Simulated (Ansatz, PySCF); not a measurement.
This singlet lies 0.42 eV below the relaxed triplet at the level frozen-core CCSD(T)/cc-pVDZ // PBE0-D3(BJ)/def2-TZVP (Ansatz, a first-principles code).

Species: H$_{6}$GeSi$_{2}$, SMILES `[SiH3][Ge][SiH3]` (lower singlet) (charge 0, multiplicity 1).

Task: Predict the HOMO–LUMO gap, dipole moment and HOMO from PySCF with PBE0-D3(BJ)/def2-TZVP.

Result: 
```
Quantity          Value
-------------  --------
HOMO–LUMO gap   3.24 eV
dipole moment    0.43 D
HOMO           -6.65 eV
```
